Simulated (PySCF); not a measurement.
Coordinates in bohr (charge 0 multiplicity 1):
```
Mo    0.0000    0.0000   -1.6598
O     0.0000    2.5268   -3.5246
O     0.0000   -2.5268   -3.5246
I     4.0965    0.0000    1.0836
I    -4.0965    0.0000    1.0836
```

Level of theory: PBE0/[Mo def2-SVP with ECP28, O def2-SVP, I def2-SVP with ECP28], scalar-relativistic core potentials, density fitting, no spin–orbit coupling, PySCF.

This geometry of MoO₂I₂ is a stationary point at this level.

Problem. What is the point group?

Solution. C2v.

Problem. Is it a minimum?

Solution. Yes: all harmonic wavenumbers are real, though the softest, 59 cm⁻¹, leaves little margin.

Problem. List the harmonic modes with their infrared intensities.

Solution. 
| symmetry | ω (cm⁻¹) | IR (km/mol) |
| --- | --- | --- |
| a1 | 59 | 0.0 |
| b2 | 141 | 1.1 |
| b1 | 185 | 0.8 |
| a2 | 188 | 0.0 |
| a1 | 207 | 3.3 |
| b1 | 311 | 65.0 |
| a1 | 381 | 2.6 |
| b2 | 1042 | 141 |
| a1 | 1076 | 145 |

Problem. What are the dipole moment and the gap between the highest occupied and lowest empty levels?

Solution. 1.94 D and 4.29 eV.

In C2v the vibrations span 4a1 + 2b2 + 2b1 + a2. The a2 mode carries no infrared intensity, as symmetry demands.

This need not be the most stable arrangement of these atoms.
